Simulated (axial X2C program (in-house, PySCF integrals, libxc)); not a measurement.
## CrF⁻ along the bond: PBE0, 2c

Computed with an in-house all-electron X2C program for linear molecules (integrals from PySCF). Two-component (2c) means X2C with spin–orbit coupling and atomic mean-field two-electron Coulomb and Gaunt terms. Basis: Cr dyall-acv3z [10s11p7d4f2g], F dyall-av3z [7s6p3d2f] (cores contracted in-house); Gaussian nuclei, density fitting, unrestricted open shells. Masses: Cr 51.941 u, F 18.998 u.

State: Ω = 2 (⟨Sz⟩ = 2.00, ⟨Lz⟩ = 0.00 at PBE0). Dipoles are positive if F is the positive end and refer to the centre of mass.

```tsv
R (Å)	μ (D)	HOMO (eV)	LUMO (eV)
1.596	4.474	0.67	1.71
1.669	4.167	0.64	1.72
1.724	3.901	0.61	1.73
1.779	3.613	0.57	1.74
1.834	3.310	0.54	1.74
1.898	2.940	0.50	1.75
1.962	2.558	0.47	1.76
2.045	2.057	0.41	1.77
2.146	1.434	0.35	1.78
2.292	0.524	0.25	1.79
```

Q: The minimum lies at 1.828 Å. What is the dipole moment there?

A: At PBE0, 2c, with the sign and origin stated: μ = 3.35 D.

The state is one determinant whose occupation by symmetry is held fixed; it was picked as the lowest of a PBE0 search that is not exhaustive. Density functionals use the spin component along the axis (collinear). PBE0 can misorder states that lie within some tenths of an eV, so this need not be the ground state of the molecule. The nearest other 2c determinant of the search, Ω = 3, lies 0.10 eV up at the distance of the search. With several unpaired electrons one determinant need not be a pure state. Open-shell Ω = 0 determinants with evenly filled partner blocks cannot be reached by this program, so the Ω shown need not be the lowest component. The highest occupied level of some functionals is positive through self-interaction error; at Hartree–Fock it is bound. The determinant is spin-polarised beyond a pure state at some levels (its spin-free form has ⟨S²⟩ too high), which makes Re and μ there less reliable. The LUMO of an anion is an unbound level whose energy the basis sets.
